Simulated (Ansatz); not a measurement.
Z-matrix (Å, degrees):
```
C
N 1 1.418
H 1 1.096 2 111.5
H 1 1.095 2 110.4 3 -121.5
H 1 1.095 2 109.4 3 120.1
Mo 2 1.718 1 151.6 3 4.0
O 6 1.676 2 107.7 1 -3.2
C 6 2.104 2 102.9 1 -115.2
F 6 1.865 2 111.4 1 125.2
H 8 1.094 6 108.6 2 177.2
H 8 1.094 6 108.6 2 -63.4
H 8 1.091 6 111.9 2 56.7
```

Charge 0, multiplicity 1. Mo: def2 effective core potential.

(1) List the ωB97M-V/def2-TZVPP orbital energies in eV (Ansatz 0.2.0). (An estimate is asked.)

Answers

(1) Ansatz gave: Occupied: -677.19, -526.71, -395.40, -282.72, -281.38, -76.19, -49.29, -49.00, -48.55, -34.79, -28.38, -26.95, -22.09, -20.84, -15.90, -15.68, -15.44, -15.24, -14.99, -14.74, -14.34, -14.02, -13.39, -12.74, -12.52, -11.48, -10.56, -10.07. Lowest empty: 0.03, 0.69, 1.06, 1.52, 1.71, 1.86, 2.04, 2.22.
